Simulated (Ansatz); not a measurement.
```xyz
2

S     0.0072    0.0046   -0.0744
H     0.0028    0.0037    1.2832
```

Basis set: cc-pVDZ (spherical functions). Correlated methods keep 5 orbitals frozen. Charge 0, multiplicity 2.

Computed with Ansatz (development build ahead of 0.2.0); each method stands on the lowest determinant of its kind that the runs found.

(1) Give the atomization energy at this shape (free ground-state atoms in the same class of orbitals less the molecule, no zero-point energy) of doublet SH by UHF-MP2, UHF.

## Answers

(1)

| method | atomization energy |
| --- | --- |
| UHF-MP2 | 3.30 eV |
| UHF | 2.52 eV |
